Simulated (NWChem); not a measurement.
Molecule: C3H5BF2; SMILES B1(F)CC[C@@H]1F

```xyz
11

F      1.0620    -1.6546    -0.3680
B      0.1588    -0.7977     0.0760
C     -1.4182    -0.7449    -0.0255
C     -1.1778     0.7993    -0.1847
C      0.2358     0.7321     0.4846
F      1.2164     1.5732    -0.0170
H     -1.9284    -1.2543    -0.8479
H     -1.9451    -0.9765     0.9069
H     -1.9056     1.4664     0.2874
H     -1.0708     1.0780    -1.2380
H      0.1381     0.9088     1.5647
```
Atoms are numbered in this order, from 1.

Results from NWChem. Pople sets run with spherical d functions. Coordinates come from a B3LYP/6-31G* (spherical d) optimisation. Core excitations by TDA in a window of 1s orbitals, non-relativistic and unshifted: absolute energies depend strongly on the exact-exchange share.

Problem. Predict the results for B K edge, B3LYP/6-311G**. Quantities: first 1s excitation (eV); dipole oscillator strength of the first; first state with f > 0.002 (eV); dipole oscillator strength of that state.

Solution. 
```yaml
first 1s excitation (eV): 181.8
dipole_oscillator_strength_of_the_first: 0.0658
first state with f > 0.002 (eV): 181.8
dipole_oscillator_strength_of_that_state: 0.0658
```
